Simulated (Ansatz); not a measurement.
Total energies of the cluster PbO₂H₂ (the lowest singlet isomer of a short search) from Ansatz at PBE0-D4/def2-TZVP, gas phase (1 Eh = 27.2114 eV = 2625.5 kJ/mol). The reference geometry is relaxed at PBE0-D4/def2-TZVP.

Cartesian coordinates in Å:
```
Pb -0.114 1.018 -0.821
O -1.514 0.589 0.640
O 1.029 -0.632 -0.228
H 1.840 -0.780 -0.721
H -1.242 -0.195 1.130
```

```json
{"state": "charge 0 singlet", "geometry": "reference", "energy (Eh)": "-344.47601"}
{"state": "charge 1 doublet", "geometry": "reference", "energy (Eh)": "-344.11689"}
{"state": "charge 1 doublet", "geometry": "relaxed at PBE0-D4/def2-TZVP", "energy (Eh)": "-344.13037"}
{"state": "free Pb atom (triplet)", "geometry": "–", "energy (Eh)": "-192.83692"}
{"state": "free O atom (triplet)", "geometry": "–", "energy (Eh)": "-75.01860"}
{"state": "free H atom (doublet)", "geometry": "–", "energy (Eh)": "-0.50104"}
```

In the def2 sets Pb takes a core potential; there is no spin–orbit coupling.

Question: Work out the vertical ionisation energy to the doublet.

Answer: E(charge 1 doublet) − E(charge 0 singlet) = -344.11689 − (-344.47601) = 0.35912 Eh = 9.77 eV. For comparison, −ε of the highest occupied level is 7.61 eV at this level, 2.16 eV less.

Question: How much does the charge 1 doublet relax, and what is the adiabatic ionisation energy?

Answer: Relaxation: -344.11689 − (-344.13037) = 0.01348 Eh = 0.37 eV. Adiabatic ionisation energy: 0.34564 Eh = 9.41 eV, without zero-point energy. 

Question: What is the binding energy per atom against free atoms?

Answer: Atoms: 1 × (-192.83692) + 2 × (-75.01860) + 2 × (-0.50104) = -343.87620 Eh. Binding: -343.87620 − (-344.47601) = 0.59981 Eh = 16.32 eV, or 3.26 eV for each of 5 atoms (no zero-point energy, no counterpoise term).

The structure comes from a short search, and lower isomers may exist.
